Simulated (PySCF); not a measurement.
CsCl, SMILES [Cl][Cs].

Coordinates come from a B3LYP-D3(BJ)/def2-TZVPD optimisation. The def2 effective core potentials stand for the cores of Cs; spin–orbit coupling is left out.

Two levels are set side by side: PBE/def2-TZVPD (PySCF) and M06-2X/def2-TZVPD (PySCF). Same geometry, gas phase. Differences are taken from unrounded values.

```json
[
 {"quantity": "orbital gap (eV)", "M06-2X": "6.06"},
 {"quantity": "highest occupied level (eV)", "M06-2X": "-7.21"},
 {"quantity": "lowest empty level (eV)", "M06-2X": "-1.15"},
 {"quantity": "dipole moment (D)", "M06-2X": "10.76"},
 {"quantity": "mean polarisability (bohr³)", "M06-2X": "46.7"}
]
```

**Question.** What does PBE give, and how far is it from M06-2X? (The exact figures need the calculation; the answer reports its results.)

**Answer.** 
| quantity | PBE | PBE minus M06-2X |
|---|---|---|
| orbital gap (eV) | 3.11 | -2.95 |
| highest occupied level (eV) | -4.73 | 2.47 |
| lowest empty level (eV) | -1.62 | -0.47 |
| dipole moment (D) | 10.24 | -0.51 |
| mean polarisability (bohr³) | 54.7 | 8.1 |

Without exact exchange PBE keeps part of each electron's self-repulsion, which lifts occupied levels and narrows the gap. PBE's more diffuse valence density responds more strongly to a field. Differences between two approximate levels are no errors against the true value.

Rough cost on one machine, each run with all the roots and properties that it gave: M06-2X against PBE about 3 times.
